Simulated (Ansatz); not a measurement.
**Two structures, one formula**

Two relaxed structures of CH3Se, doublet (PBE0-D4/def2-TZVP; forces vanish, vibrations not checked).

A:

```xyz
5
angstrom
C 0.9296 0.7392 0.3786
Se -0.6582 -0.2717 0.3498
H -0.1467 -1.5431 0.8983
H -1.0015 -0.9772 -0.9479
H 0.7385 1.5130 -0.3921
```

B:

C1  (-0.246, -0.556, 0.160)
Se2  (0.864, 0.897, 0.434)
H3  (-0.226, -1.337, 0.905)
H4  (-0.875, -0.624, -0.713)
H5  (0.483, 1.620, -0.786)
(Å)

Computed with Ansatz 0.2.0 (basis: def2-TZVPP); correlated methods freeze the cores; orbitals are unrestricted. Filled d shells of the heavier atoms are correlated. The def2 sets are not built for correlating such inner shells, so the correlated values are less sure here. B3LYP uses VWN-RPA correlation.

Which structure is lower at CCSD(T), and by how much? (To be estimated.)

By the calculation: B, by 309.1 kJ/mol (electronic energy, against the other). By their contacts, A is CH₃Se ([CH][SeH2]) and B is CH₃Se ([CH2][SeH]).

All methods give the same order:

```json
{"method": "PBE-D4", "E(B) − E(A) (kJ/mol)": "-295.0"}
{"method": "r2SCAN-D4", "E(B) − E(A) (kJ/mol)": "-303.2"}
{"method": "PBE0-D4", "E(B) − E(A) (kJ/mol)": "-309.5"}
{"method": "B3LYP-D4", "E(B) − E(A) (kJ/mol)": "-308.4"}
{"method": "wB97M-V", "E(B) − E(A) (kJ/mol)": "-318.1"}
{"method": "HF", "E(B) − E(A) (kJ/mol)": "-331.2"}
{"method": "MP2", "E(B) − E(A) (kJ/mol)": "-317.2"}
{"method": "CCSD", "E(B) − E(A) (kJ/mol)": "-314.7"}
{"method": "CCSD(T)", "E(B) − E(A) (kJ/mol)": "-309.1"}
```

The T1 diagnostic stays at or below 0.017. ⟨S²⟩ of the unrestricted Hartree–Fock references: 0.77 (a pure state has 0.75).

Labels in which every atom is bracketed show which atoms are joined, not bond orders.

For scale, one of the runs: CCSD(T)/def2-TZVPP, 121 basis functions, launched by `ansatz run in.yaml --threads 2 --pin off --events-out ev --progress --plain --max-ram 4352MiB`. The run took 49 s on 2 CPU threads of an Arm Neoverse V1 (shared host), with 1.2 GiB of host memory at its peak.
